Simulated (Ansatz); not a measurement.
The molecule SiSb, multiplicity 2 (lowest of 2S+1 = 2, 4 at CCSD(T)/def2-TZVPP on PBE0 minima; our sources give no spin for the ground state, which may be another). No spin–orbit coupling. The T1 diagnostic near the minimum is 0.060, so single-reference values are doubtful.

Seven points along R, fitted to fifth degree in 1/R; most abundant isotopes. In def2 and cc sets the state is the lowest found near the PBE0 minimum, followed along R.

The values were computed with Ansatz (Gaussian basis) for Hartree–Fock, density functionals and correlated methods. Each number belongs to the level named beside it. In def2 rows elements past Kr take small-core potentials, without spin–orbit coupling.

Energies at B97M-V/def2-TZVPP:

```
R (Å)       E (hartree)
--------  -------------
2.208359  -529.59881489
2.267723  -529.60526138
2.322339  -529.60854679
2.384078  -529.60978782
2.445817  -529.60892334
2.517054  -529.60589985
2.600164  -529.60039255
```

With a reduced mass of 22.7196 u, find the minimum, the force constant and the constants.

A fifth-degree polynomial in 1/R puts the minimum at r_e = 2.3872 Å with force constant 237 N/m. Then ω_e = (1/2πc)√(k/μ) = 421 cm⁻¹ and B_e = h/(8π²cμr_e²) = 0.1302 cm⁻¹; the cubic and quartic terms give α_e = 0.00049 and ω_e x_e = 1.3 cm⁻¹.

Ansatz is a program for electronic structure.
